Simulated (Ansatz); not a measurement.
Born–Oppenheimer molecular dynamics of C2H6LiN (10 atoms, charge 0, multiplicity 1). It starts at the highest image of a converged band, a first-order saddle point between two minima.

Theory: Ansatz 0.2.0, RKS BLYP-D4/def2-SVP.

```
ensemble                      : NVE (velocity Verlet)
time step                     : 0.5 fs
steps asked                   : 200
starting velocities drawn for : 300 K
seed                          : 8107
```

First frame:

```xyz
10
Properties=species:S:1:pos:R:3
Li -1.785 -1.345 -0.020
N -0.471 -0.182 -0.366
C 0.253 1.019 -0.742
C 0.022 -0.879 0.946
H -0.147 1.447 -1.688
H 0.166 1.801 0.056
H 1.348 0.846 -0.891
H -0.036 -1.412 -0.230
H -0.397 -0.468 1.901
H 1.131 -0.877 1.037
```

Task: How far do the bonds stretch over the last three quarters of this one trajectory? (Pairs bonded in most of those frames.)

Result: 
```tsv
bond	mean (Å)	spread (Å)	shortest	longest
Li1–N2	1.747	0.040	1.68	1.80
N2–C3	1.460	0.060	1.36	1.59
N2–C4	1.455	0.020	1.41	1.52
C3–H5	1.114	0.016	1.09	1.14
C3–H6	1.133	0.037	1.08	1.19
C3–H7	1.139	0.062	1.04	1.24
C4–H9	1.161	0.083	1.00	1.34
C4–H10	1.139	0.046	1.04	1.24
```

Mean temperature of the second half: 1456 K. The conserved energy stayed within 1.7 meV per atom of its start (net change 0.27 meV per atom), so the integration is sound. The system heated up, since it started high on the potential surface and ran downhill. A run of 0.1 ps of so small a system gives no equilibrium averages. The orbitals stay closed-shell, which can raise the energy where a bond breaks towards radicals; this wasn't checked here.

Time of the run: 5.3 min on 2 threads of Arm Neoverse V1, on a shared host, peak memory 0.12 GiB.
